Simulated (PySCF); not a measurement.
**Two-component Hartree-Fock for Re⁶⁵⁺ (rhenium, charge +65)**

Start: [Ne]. Calculated with PySCF 2.14 in an even-tempered Gaussian basis (17 s from 12 bohr⁻², ratio 2.6; 14 p from 16 bohr⁻², ratio 2.6; 6 d from 16 bohr⁻², ratio 2.8; 3 f from 340 bohr⁻², ratio 2.8): generalised Hartree-Fock with the X2C-1e Hamiltonian and a Gaussian nucleus; spin-orbit coupling (SO) screened by Boettger's factors.

```csv
spinor shell,electrons,"ε, screened SO (eV)",weight of nominal j (screened SO),"rms radius, screened SO (bohr)"
1s1/2,2,-77876.5,1.000,0.0204
2s1/2,2,-18077.4,1.000,0.0809
2p1/2,2,-17591.4,1.000,0.0686
```

Q: Where does 2p3/2 lie, and what is the 2p spin-orbit splitting (screened SO)?

A: At -16096.5 eV, 1494.9 eV above 2p1/2.

| quantity | screened SO |
| --- | --- |
| E (hartree) | -11403.21854 |
| M_J | 0 |
| ⟨J²⟩ | 0.000 |
| ⟨L²⟩ | 0.036 |
| ⟨S²⟩ | 0.036 |

Breit and QED terms are absent; they matter most for the inner s and p1/2 levels.

Densities and radii are taken from the X2C orbitals without a picture-change correction, which distorts them close to the nucleus.
